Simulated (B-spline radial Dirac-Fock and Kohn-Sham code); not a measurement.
**Pt²⁺ 4p1/2: cross section and angular parameters**

System: Pt²⁺, [Xe] 4f14 5d8; threshold 626.9 eV (orbital energy of the model). Level of theory: Dirac-Hartree-Slater photoionisation with a Latter tail; cross sections with all multipoles, angular parameters from the dipole term and its interference with E2; a radial B-spline solver.

For linearly polarised light dσ/dΩ = σ/(4π) [1 + β P₂(cos θ) + (δ + γ cos²θ) sin θ cos φ], with θ from the polarisation vector and φ the angle between the beam and the projection of the electron momentum on the plane normal to the polarisation.

```csv
hν (eV),σ (kb),β,γ,δ
1060,38.8,1.067,0.429,0.062
1253.6,34.3,1.287,0.497,0.036
1486.9,29.2,1.436,0.463,0.019
1540,28.1,1.460,0.447,0.016
2560,14.8,1.653,0.130,-0.002
2620,14.3,1.657,0.117,-0.002
3690,8.33,1.689,-0.007,-0.005
5730,3.77,1.671,0.076,-0.005
6000,3.45,1.667,0.101,-0.005
6930,?,?,?,?
8047.8,1.91,1.628,0.328,-0.001
8740,1.61,1.614,0.411,0.001
13600,0.602,1.523,0.979,0.020
```

Q: Give the values at 6930 eV.

A: σ = 2.59 kb, β = 1.650, γ = 0.198, δ = -0.003.

Values without a named source are computed, but for edge energies of neutral atoms, which are taken from tables.
